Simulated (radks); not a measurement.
Task: Species: neutral neodymium. Configuration: [Xe] 4f4 6s2 (the NIST ground configuration). Method: scalar-relativistic Kohn-Sham, BLYP, spin-polarised, spherical densities, point nucleus; open shells are filled with parallel spins first (spin-orbit coupling, left out, can overturn this in heavy ions); computed with a radial shooting solver on a logarithmic mesh with Libxc functionals. Some entries of the table are withheld. Estimate them.

orbital,occ.,eigenvalue (hartree),<r> (bohr),<1/r> (bohr^-1)
1s up,1,-1595.236,0.02363,66.06
1s down,1,-1595.236,0.02363,66.06
2s up,1,-257.9937,0.1010,15.26
2s down,1,-257.9932,0.1010,15.26
2p up,3,-230.6324,0.08879,14.39
2p down,3,-230.6321,0.08879,14.39
3s up,1,-55.95561,0.2664,5.561
3s down,1,-55.91746,0.2663,5.563
3p up,3,-47.32866,0.2646,5.254
3p down,3,-47.29072,0.2644,5.257
3d up,5,-35.35603,0.2418,4.986
3d down,5,-35.32658,0.2416,4.989
4s up,1,-11.14507,0.6075,2.327
4s down,1,-11.03918,0.6073,2.328
4p up,3,-8.32065,0.6434,2.143
4p down,3,-8.21441,0.6432,2.144
4d up,5,-4.30768,0.7074,1.872
4d down,5,-4.20165,0.7077,1.872
5s up,1,-1.50032,(1),0.9024
5s down,1,-1.43572,(2),0.8913
5p up,3,-0.81920,1.723,0.7592
5p down,3,-0.76997,1.751,0.7454
6s up,1,-0.12564,4.385,(3)
6s down,1,-0.11966,4.483,(4)
4f up,4,-0.08389,1.105,1.252

Result: 
(1) 5s up <r> (bohr): 1.467
(2) 5s down <r> (bohr): 1.483
(3) 6s up <1/r> (bohr^-1): 0.2870
(4) 6s down <1/r> (bohr^-1): 0.2803
